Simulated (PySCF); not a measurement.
Species: [MnO4]3- (charge -3 and triplet state).
Bonds: Mn1–O2, Mn1–O3, Mn1–O4, Mn1–O5.

Method: PBE0-D3(BJ)/def2-SVP geometry optimisation, gas phase (PySCF 2.14.0).

(1) How far are the bound atoms from Mn1?

(2) List the angles at Mn1.

(3) What is the shape at Mn1?

Answers

(1) 4 atoms: O3 1.625 Å, O5 1.626 Å, O2 1.626 Å, O4 1.626 Å.

(2) 
| angle | degrees | distance of the outer atoms (Å) |
| --- | --- | --- |
| O2–Mn1–O5 | 110.8 | 2.68 |
| O3–Mn1–O4 | 110.7 | 2.67 |
| O2–Mn1–O4 | 108.9 | 2.65 |
| O4–Mn1–O5 | 108.9 | 2.65 |
| O3–Mn1–O5 | 108.8 | 2.64 |
| O2–Mn1–O3 | 108.7 | 2.64 |

(3) Tetrahedral: angles from 108.7° to 110.8°; τ4 = (360° − α − β)/141° = 0.98 with α and β the two widest (0 for a square, 1 for a tetrahedron).

Charge -3, triplet. ⟨S²⟩ = 2.018 (exact for a triplet: 2.00). Whether so highly charged an anion holds all its electrons in the gas phase wasn't checked; a finite basis holds them in any case. No counter-ion or solvent screens the charge of this multiply charged ion. Stationary, but not proved a minimum.

The run took 37 s wall on one thread of an x86-64 server, on a shared host. This is the geometry optimisation.

For an open-shell metal species like this, the optimisation's SCF solution wasn't tested for stability and no frequencies at its level were run, so a lower state or another shape may exist.
